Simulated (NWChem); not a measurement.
Molecule: CH$_{4}$FGa; SMILES [CH3][GaH][F]

```xyz
7

Ga    -0.3073    -0.0676    -0.0001
H     -1.8230    -0.4483    -0.0010
F      0.7480    -1.4817     0.0012
C      0.6191     1.6497     0.0010
H      0.3513     2.2283     0.8990
H      0.3243     2.2465    -0.8762
H      1.7078     1.5011    -0.0163
```
Atoms are numbered in this order, from 1.

All runs: NWChem. Pople sets run with spherical d functions. Geometry: optimised at PBE0/def2-SVP. B3LYP is NWChem's, with the RPA form of VWN correlation. GIAO values for the isolated, static molecule; σ is the absolute isotropic shielding, δ = σ(reference) − σ with the isolated reference molecule computed at the same levels (13C: tetramethylsilane, 19F: trichlorofluoromethane, 1H: tetramethylsilane).

For level B3LYP/6-311G**:

```
Quantity    Result
----------  ------
δ H2 (ppm)    6.08
δ F3 (ppm)   -78.8
δ C4 (ppm)    -1.1
```

Question: What are these values for level PBE0/pcSseg-1?

Answer: The δ H2 (ppm) is 5.61. The δ F3 (ppm) is -96.9 and the δ C4 (ppm) is -2.4.
